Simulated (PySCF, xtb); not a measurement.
GeHFBr₂, SMILES [F][GeH]([Br])[Br].

Harmonic wavenumbers (cm⁻¹) from GFN2-xTB run with xtb at its own minimum, in rising order: 82, 137, 142, 255, 313, 461, 573, 578, 1826.

Q: What does B3LYP-D3(BJ)/def2-SVP (PySCF) give at its own minimum? (The exact figures need the calculation; the answer reports its results.)

A: 96, 173, 181, 294, 337, 682, 711, 727, 2181. Paired by order, the mean absolute difference is 113 cm⁻¹ and the zero-point energies are 6.2 and 7.7 kcal/mol.
